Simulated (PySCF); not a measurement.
## Core binding energy against partial charge

Species: C5H10BFO2.
Bonds: C1–C2 (double), C2–C3, C2–B4, B4–O5, O5–C6, B4–O7, O7–C8, C8–F9. Hydrogens: H10, H11 on C1; H12, H13, H14 on C3; H15, H16, H17 on C6; H18, H19 on C8.

Binding energies: delta-SCF UKS SCAN, pcX-2 on the ionised atom, pcseg-1 elsewhere, spin-free X2C (PySCF). Charges: PBE0/pcSseg-1 ground-state density, for the ionised atom.

```
atom                      environment  C 1s (eV)  Mulliken (e)  IAO (e)  Hirshfeld (e)  ESP (e)
  C1             terminal =CH2 carbon     289.91        -0.144   -0.292         -0.095   -0.425
  C2  fully substituted alkene carbon     290.06        -0.539   -0.129         -0.067   -0.049
  C3                   allylic carbon     290.48        -0.204   -0.404         -0.119   -0.419
  C6                   methoxy carbon     292.30        -0.017   -0.195         -0.033   -0.155
  C8                   sp3 C–F carbon     294.81        +0.382   +0.233         +0.100   +0.193
```

Task: How well does each charge scheme correlate with the binding energies over these sites?

Result: Hirshfeld: r = 0.95, slope 22.8 eV per e; Mulliken: r = 0.89, slope 5.6 eV per e; IAO: r = 0.84, slope 7.2 eV per e; ESP: r = 0.78, slope 6.2 eV per e. Hirshfeld charges have the highest r, on only 5 points.

Task: The point-charge model writes a binding energy as kq + V + constant, with V the potential of the other atoms' charges at the site. What does it give with the IAO charges?

Result: V = Σ 14.40 eV Å × q/r over all other atoms: +2.81 eV at C1, -0.64 eV at C2, +4.60 eV at C3, +2.47 eV at C6, -2.65 eV at C8. Fitting binding energy − V to q gives k = 18.6 eV per e and leaves an rms residual of 0.33 eV, against 1.01 eV for the fit on q alone. The model has no term for differences in relaxation between sites.

One conformer (not necessarily the lowest) at the PBE0-D3(BJ)/def2-SVP geometry, without solvent, vibrations or thermal averaging.

Conformer computed: `[CH2:1]=[C:2]([CH3:3])[B:4]([O:5][CH3:6])[O:7][CH2:8][F:9]`: C1–C2–B4–O5 147°, C2–B4–O5–C6 -179°, C2–B4–O7–C8 -3°, B4–O7–C8–F9 86°.
